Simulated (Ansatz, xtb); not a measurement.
GeH4O: where a starting geometry ends

The starting geometry of this gas-phase singlet has its atoms placed at random.

```xyz
6

Ge    0.5472    0.2649   -0.6530
O     0.9608   -1.4274   -0.2362
H     1.4245    1.3028   -0.9993
H    -0.5348   -0.1288    0.9409
H    -0.2331   -1.4035   -0.7816
H     0.4596    1.3506    1.0826
```

Task: Guess where an optimisation with r2SCAN-D4/def2-SVP ends from this start.

Result: It ends as `[OH][GeH3]`. Contacts that open: Ge1–H5 (1.85 → 2.33 Å). Contacts that close: Ge1–H4 (1.97 → 1.54 Å), Ge1–H6 (2.05 → 1.53 Å), O2–H5 (1.31 → 0.97 Å).

The energy falls by 6.69 eV over 10 steps:

| step | E − E(last) (eV) |
| --- | --- |
| 1 | 6.694 |
| 2 | 4.510 |
| 3 | 3.288 |
| 4 | 2.072 |
| 5 | 1.002 |
| 6 | 0.400 |
| 7 | 0.114 |
| 8 | 0.009 |
| 9 | 0.005 |
| 10 | 0.000 |

Final geometry (Å):

```xyz
6

Ge    0.4225    0.4035    0.0390
O     0.8390   -1.3264   -0.1158
H     0.8730    1.1824   -1.2128
H    -1.0972    0.5771    0.2317
H     0.3944   -1.7390   -0.8673
H     1.1926    0.8609    1.2786
```

From the same start GFN2-xTB ends elsewhere, in pieces: GeH2O + H2.

From so rough a start the end depends on the optimiser's path, so another program may land elsewhere. The end wasn't checked by frequencies. Run with Ansatz 0.2.0, 11 s on 2 threads of Arm Neoverse V1, with other jobs on the host.
